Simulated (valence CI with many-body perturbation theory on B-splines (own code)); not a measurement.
**Level structure of Ce LIV**

Computed by configuration interaction combined with many-body perturbation theory (CI+MBPT): three valence electrons over a frozen Dirac-Fock core [He], radial functions for each j: 11 s, 11 p, 10 d, 8 f, 5 g, 2 h, with the one-electron correlation potential Σ1, the two-electron term Σ2, the three-electron term Σ3, Breit, model QED; selected CI, second order for the rest, scaled by the run's own slope (own B-spline code, finite nucleus).

The last digits are not significant, and no measured levels were compared; by estimate large intervals hold to a few tenths of a per cent, small ones and those within an open d or f shell to about a per cent.

Levels 46 to 90 of 165, with energies above the lowest level, (2s^2 2p1/2) J=1/2. "Leading %" is the weight of the configuration and term that name the level; weights of strongly mixed levels are sums over their largest components and can fall short. In the jj column 3d3/2^4 stands for four electrons in 3d with j = 3/2. Lifetimes count E1, E2, E3, M1 and M2 decay at the calculated energies, and are blank where another channel may lead or the interval is too uncertain; long ones can be off by a factor of two.

```
No.  Configuration  Term    J  E (Ry)  Leading %  Lifetime                 Leading jj
 46         2s2p3p    ⁴P  3/2  497.33         47   17.1 fs     2s 2p3/2 3p1/2 (100 %)
 47         2s2p3p    ²D  5/2  497.52         43   6.87 fs      2s 2p3/2 3p1/2 (99 %)
 48         2s2p3s   ²P°  1/2  497.75         91   8.13 fs         2s 2p3/2 3s (99 %)
 49         2s2p3s   ²P°  3/2  498.06         84   16.8 fs         2s 2p3/2 3s (98 %)
 50         2s2p3p    ²P  1/2  502.33         52   7.36 fs      2s 2p3/2 3p1/2 (98 %)
 51         2s2p3p    ²D  3/2  502.44         62   9.83 fs      2s 2p3/2 3p1/2 (98 %)
 52          2p²3s    ⁴P  3/2  506.46         41   10.6 fs      2p1/2 2p3/2 3s (56 %)
 53         2s2p3p    ⁴D  7/2  506.86        100   1.17 ps     2s 2p3/2 3p3/2 (100 %)
 54          2p²3s    ²P  1/2  506.95         46   7.34 fs      2p1/2 2p3/2 3s (68 %)
 55          2p²3s    ²D  5/2  507.39         36   9.32 fs      2p1/2 2p3/2 3s (57 %)
 56          2p²3s    ⁴P  3/2  507.69         48   11.3 fs      2p1/2 2p3/2 3s (61 %)
 57          2p²3s    ²D  3/2  509.03         49   10.2 fs      2p1/2 2p3/2 3s (79 %)
 58         2s2p3p    ⁴P  5/2  509.29         35   12.6 fs      2s 2p3/2 3p3/2 (61 %)
 59         2s2p3p    ²S  1/2  509.57         30   4.44 fs      2s 2p3/2 3p3/2 (68 %)
 60          2p²3p   ⁴P°  1/2  510.09         37   1.73 fs   2p1/2 2p3/2 3p1/2 (75 %)
 61          2p²3p   ⁴D°  3/2  510.33         33   1.43 fs   2p1/2 2p3/2 3p1/2 (59 %)
 62         2s2p3d   ⁴D°  5/2  510.63         36   1.40 fs      2s 2p3/2 3d3/2 (80 %)
 63         2s2p3d   ⁴F°  7/2  511.32         48   1.90 fs      2s 2p3/2 3d3/2 (89 %)
 64         2s2p3d   ⁴P°  3/2  511.79         27   4.52 fs      2s 2p3/2 3d3/2 (59 %)
 65         2s2p3d   ⁴P°  1/2  511.83         65   4.24 fs      2s 2p3/2 3d3/2 (75 %)
 66          2p²3p   ²F°  5/2  512.02         39   5.37 fs   2p1/2 2p3/2 3p1/2 (79 %)
 67         2s2p3p    ²D  5/2  512.53         74   9.05 fs      2s 2p3/2 3p3/2 (95 %)
 68         2s2p3d   ⁴F°  9/2  512.83        100   40.1 ps     2s 2p3/2 3d5/2 (100 %)
 69         2s2p3p    ²P  3/2  513.48         58   9.60 fs      2s 2p3/2 3p3/2 (96 %)
 70         2s2p3p    ²S  1/2  513.64         62    186 fs      2s 2p3/2 3p3/2 (99 %)
 71          2p²3p   ²P°  3/2  514.08         39   4.16 fs   2p1/2 2p3/2 3p1/2 (94 %)
 72         2s2p3d   ²D°  5/2  514.25         45   2.08 fs      2s 2p3/2 3d5/2 (99 %)
 73         2s2p3d   ²D°  3/2  514.42         46   2.57 fs      2s 2p3/2 3d5/2 (73 %)
 74         2s2p3d   ²F°  7/2  514.91         60   1.20 fs      2s 2p3/2 3d5/2 (88 %)
 75         2s2p3d   ²P°  1/2  515.93         69   1.38 fs      2s 2p3/2 3d5/2 (83 %)
 76         2s2p3d   ²F°  5/2  516.39         68   1.89 fs      2s 2p3/2 3d3/2 (96 %)
 77         2s2p3d   ²D°  3/2  516.76         60   1.43 fs      2s 2p3/2 3d3/2 (76 %)
 78         2s2p3d   ²P°  1/2  517.03         92   1.92 fs      2s 2p3/2 3d3/2 (84 %)
 79         2s2p3d   ²F°  7/2  518.56         75   4.82 fs      2s 2p3/2 3d5/2 (96 %)
 80         2s2p3d   ²D°  5/2  519.55         63   1.20 fs      2s 2p3/2 3d5/2 (96 %)
 81         2s2p3d   ²P°  3/2  519.74         76   1.72 fs      2s 2p3/2 3d5/2 (98 %)
 82          2p²3p   ⁴D°  5/2  521.32         51   5.63 fs   2p1/2 2p3/2 3p3/2 (98 %)
 83          2p²3p   ²P°  1/2  521.66         35   5.66 fs   2p1/2 2p3/2 3p3/2 (99 %)
 84          2p²3p   ²D°  3/2  522.08         52   5.54 fs   2p1/2 2p3/2 3p3/2 (98 %)
 85          2p²3p   ²F°  7/2  522.58         61   6.54 fs   2p1/2 2p3/2 3p3/2 (97 %)
 86          2p²3p   ²P°  3/2  523.38         36   5.58 fs   2p1/2 2p3/2 3p3/2 (99 %)
 87          2p²3p   ²D°  5/2  524.09         62   5.54 fs   2p1/2 2p3/2 3p3/2 (98 %)
 88          2p²3d    ⁴F  3/2  524.59         43   5.68 fs   2p1/2 2p3/2 3d3/2 (99 %)
 89          2p²3d    ⁴F  5/2  524.69         54   15.2 fs   2p1/2 2p3/2 3d3/2 (98 %)
 90          2p²3d    ⁴D  1/2  524.89         80   10.8 fs  2p1/2 2p3/2 3d3/2 (100 %)
```
